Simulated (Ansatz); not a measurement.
Two members of one family (Oligo(p-phenylene)), computed with Ansatz in the gas phase. Binding counts from free atoms in the multiplicity of their measured ground term, without zero-point energy. Sets without diffuse functions give affinities that are too small. A dash marks a value that wasn't run or was left out as unsound. The structures are stationary points that may keep the symmetry of their start. Remarks come from the PBE and PBE0 runs and from stability tests at other levels; not every state was tested. A HOMO above zero means that the electron is unbound at that level and held by the basis, or that self-interaction error raises the level; the energy of removing that electron tells which.

First: c1ccc(-c2ccc(-c3ccccc3)cc2)cc1 (singlet, charge 0, r2SCAN-D4/def2-SVP geometry).

```csv
atom,x (Å),y (Å),z (Å)
C1,2.205,5.229,-0.788
C2,1.003,4.871,-1.407
C3,0.466,3.597,-1.216
C4,1.118,2.652,-0.400
C5,0.549,1.302,-0.196
C6,-0.136,0.635,-1.231
C7,-0.669,-0.638,-1.040
C8,-0.549,-1.302,0.196
C9,-1.118,-2.652,0.400
C10,-1.669,-3.026,1.641
C11,-2.206,-4.299,1.833
C12,-2.205,-5.229,0.789
C13,-1.661,-4.873,-0.449
C14,-1.125,-3.599,-0.642
C15,0.133,-0.633,1.231
C16,0.671,0.636,1.038
C17,2.328,3.027,0.217
C18,2.865,4.302,0.024
H19,2.626,6.228,-0.939
H20,0.473,5.593,-2.035
H21,-0.489,3.337,-1.680
H22,-0.234,1.116,-2.208
H23,-1.208,-1.121,-1.859
H24,-1.701,-2.296,2.456
H25,-2.639,-4.564,2.802
H26,-2.626,-6.228,0.939
H27,-1.645,-5.597,-1.270
H28,-0.676,-3.341,-1.606
H29,0.259,-1.128,2.199
H30,1.182,1.133,1.868
H31,2.866,2.301,0.831
H32,3.812,4.568,0.503
```

```tsv
level	HOMO (eV)	LUMO (eV)	gap (eV)	vertical IE (eV)	vertical EA (eV)	vertical triplet (eV)	binding per atom (eV)
PBE-D4/def2-SVP	-5.36	-2.01	3.35	–	–	–	5.54
PBE-D4/def2-TZVP	-5.41	-2.11	3.30	7.34	0.35	3.05	5.46
r2SCAN-D4/def2-TZVP	-5.54	-1.99	3.54	–	–	–	5.29
PBE0-D4/def2-SVP	-6.23	-1.27	4.96	–	–	–	5.43
PBE0-D4/def2-TZVP	-6.23	-1.34	4.90	7.55	0.15	3.30	5.35
```

Remarks: HOMO above zero (-1 doublet).

Second: c1ccc(-c2ccc(-c3ccc(-c4ccccc4)cc3)cc2)cc1 (singlet, charge 0, r2SCAN-D4/def2-SVP geometry).

```xyz
42

C    -4.023    6.211   -2.756
C    -4.693    5.169   -2.105
C    -3.982    4.071   -1.618
C    -2.584    3.989   -1.770
C    -1.830    2.825   -1.253
C    -2.210    2.179   -0.061
C    -1.500    1.085    0.425
C    -0.377    0.581   -0.258
C     0.377   -0.581    0.258
C     0.965   -1.516   -0.616
C     1.673   -2.612   -0.129
C     1.830   -2.825    1.253
C     2.584   -3.988    1.770
C     2.543   -5.230    1.106
C     3.253   -6.328    1.594
C     4.024   -6.210    2.756
C     4.076   -4.984    3.425
C     3.364   -3.886    2.939
C     1.243   -1.889    2.127
C     0.532   -0.795    1.641
C     0.003    1.226   -1.451
C    -0.706    2.323   -1.936
C    -1.924    5.046   -2.427
C    -2.635    6.144   -2.914
H    -4.581    7.071   -3.138
H    -5.780    5.206   -1.984
H    -4.520    3.249   -1.136
H    -3.069    2.555    0.503
H    -1.834    0.598    1.346
H     0.849   -1.392   -1.696
H     2.131   -3.311   -0.837
H     1.921   -5.343    0.213
H     3.198   -7.286    1.067
H     4.581   -7.071    3.138
H     4.682   -4.878    4.330
H     3.434   -2.924    3.455
H     1.330   -2.034    3.208
H     0.104   -0.079    2.348
H     0.881    0.873   -1.998
H    -0.393    2.789   -2.874
H    -0.835    5.017   -2.531
H    -2.100    6.957   -3.413
```

**Question.** Estimate the same table for the second.

**Answer.** 
```json
{"level": "PBE-D4/def2-SVP", "HOMO (eV)": "-5.24", "LUMO (eV)": "-2.17", "gap (eV)": "3.06", "vertical IE (eV)": "–", "vertical EA (eV)": "–", "vertical triplet (eV)": "–", "binding per atom (eV)": "5.59"}
{"level": "PBE-D4/def2-TZVP", "HOMO (eV)": "-5.28", "LUMO (eV)": "-2.26", "gap (eV)": "3.02", "vertical IE (eV)": "6.97", "vertical EA (eV)": "0.72", "vertical triplet (eV)": "2.82", "binding per atom (eV)": "5.51"}
{"level": "r2SCAN-D4/def2-TZVP", "HOMO (eV)": "-5.39", "LUMO (eV)": "-2.15", "gap (eV)": "3.24", "vertical IE (eV)": "–", "vertical EA (eV)": "–", "vertical triplet (eV)": "–", "binding per atom (eV)": "5.33"}
{"level": "PBE0-D4/def2-SVP", "HOMO (eV)": "-6.08", "LUMO (eV)": "-1.45", "gap (eV)": "4.62", "vertical IE (eV)": "–", "vertical EA (eV)": "–", "vertical triplet (eV)": "–", "binding per atom (eV)": "5.48"}
{"level": "PBE0-D4/def2-TZVP", "HOMO (eV)": "-6.07", "LUMO (eV)": "-1.52", "gap (eV)": "4.56", "vertical IE (eV)": "7.24", "vertical EA (eV)": "0.47", "vertical triplet (eV)": "3.18", "binding per atom (eV)": "5.39"}
```

Remarks: HOMO above zero (-1 doublet).
